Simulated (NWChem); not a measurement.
System: C$_{4}$H$_{3}$NO; SMILES O=C/N=C/C#C

```xyz
9

C     -0.2913     3.0318    -0.0062
C     -0.0395     1.8473     0.0620
C      0.2914     0.4674     0.2050
N     -0.0205    -0.4080    -0.6695
C      0.2683    -1.7447    -0.3885
O      0.0319    -2.2942     0.6543
H     -0.5251     4.0789    -0.0822
H      0.8399     0.1911     1.1256
H      0.6980    -2.2755    -1.2687
```
Atoms are numbered in this order, from 1.

All runs use the structure optimised with PBE0/def2-SVP.

Give the principal values of the shielding tensors (ppm) of C1, C2, C3, N4, C5 from PBE0/pcSseg-1, GIAO (NWChem), with their diamagnetic and paramagnetic parts as GIAO splits them.


```
atom     σ11     σ22    σ33  isotropic  diamagnetic  paramagnetic
----  ------  ------  -----  ---------  -----------  ------------
C1      26.8    36.8  189.5       84.3        257.2        -172.9
C2       3.0     5.9  292.4      100.4        250.5        -150.0
C3     -63.8    18.8  135.4       30.2        259.0        -228.8
N4    -452.6  -165.4  141.1     -158.9        333.1        -492.0
C5     -91.4    20.2   85.5        4.8        250.2        -245.4
```
